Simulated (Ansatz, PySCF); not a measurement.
Molecule: H$_{2}$S$_{2}$, charge 1, multiplicity 2. 
Geometry from a B3LYP-D3(BJ)/def2-TZVP (Ansatz, a first-principles code) optimisation:
```xyz
4

S     -0.7941    -0.0207     0.6135
S      0.7941     0.0207    -0.6135
H     -1.6942     0.0045    -0.3999
H      1.6942    -0.0045     0.3999
```
Charge +1, spin multiplicity 2.

Total electronic energies in hartree. Correlated levels leave the core frozen unless marked. UHF or UKS for open shells. Spin-orbit coupling is left out. Non-relativistic. CBS(X,Y): correlation extrapolated as X^-3; Hartree-Fock from the larger set.

| level | program | energy (Eh) |
|---|---|---|
| HF/cc-pV(D+d)Z | Ansatz | -795.92531 |
| r2SCAN/def2-TZVPD | Ansatz | -797.23128 |
| PW6B95-D4/def2-TZVPD | PySCF + dftd4 | -797.93272 |
| B2PLYP-D4/def2-TZVPD | Ansatz + dftd4 | -797.02778 |
| RI-MP2/def2-TZVPP | Ansatz | -796.27967 |
| RI-MP2/CBS(aug-cc-pV(T+d)Z,aug-cc-pV(Q+d)Z) | Ansatz | -796.3505 |
| RI-MP2/CBS(def2-TZVPPD,def2-QZVPPD) | Ansatz | -796.3517 |
| CCSD/aug-cc-pV(T+d)Z | Ansatz | -796.33792 |
| CCSD(T)/CBS(cc-pV(T+d)Z,cc-pV(Q+d)Z) | Ansatz | -796.4027 |

Totals of different functionals don't rank their quality; only differences between species are comparable.
